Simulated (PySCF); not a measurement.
Computed with ωB97X-D3(BJ)/def2-TZVP // PBE0-D3(BJ)/def2-SVP run with PySCF. All species are isolated molecules in the gas phase. Excitations are Tamm–Dancoff values on a coarser integration grid. The basis has no diffuse functions, so Rydberg states are missing or too high.

Reference species (SMILES): `[SiH3]c1cc(Cl)cc2sccc12` (neutral, multiplicity 1).

```
Quantity                 Result
----------------------  -------
S1 excitation (TDA)     4.87 eV
T1 excitation (TDA)     3.39 eV
S1 oscillator strength    0.009
```

Changed species: `[SiH3]c1cc2ccsc2cc1Cl`.

Q: Predict the effect on the S1 excitation (TDA), T1 excitation (TDA) and S1 oscillator strength.

A: the S1 excitation (TDA) hardly moves; the T1 excitation (TDA) increases by 0.10 eV, to 3.49 eV; the S1 oscillator strength hardly moves.
